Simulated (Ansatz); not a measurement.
# BBrCl2 (bromodichloroborane): name the method

BBrCl2 has 4 atoms, charge 0, and is taken as a singlet. As SMILES, `ClB(Cl)Br`. The coordinates come from a PBE0-D4/def2-TZVP relaxation.

| atom | x (Å) | y (Å) | z (Å) |
| --- | --- | --- | --- |
| Cl | 0.5821 | 0.6660 | 1.5108 |
| B | 0.0372 | -0.0381 | 0.0221 |
| Cl | 0.4443 | -1.6792 | -0.3656 |
| Br | -1.0081 | 0.9911 | -1.1876 |

A calculation with Ansatz 0.2.0 gave:

```
total energy  : -3519.4107 Eh
HOMO energy   : -8.84 eV
LUMO energy   : -1.52 eV
HOMO–LUMO gap : 7.32 eV
```

**Question.** Which of these levels gave the numbers?
A. r2SCAN0/cc-pVDZ
B. wB97X/cc-pVDZ
C. B3LYP/6-31G* (spherical functions)
D. B2PLYP/cc-pVDZ

**Answer.** A. The others give -3519.2256 Eh (B3LYP/6-31G* (spherical functions)), -3519.5239 Eh (wB97X/cc-pVDZ), -3518.7579 Eh (B2PLYP/cc-pVDZ).
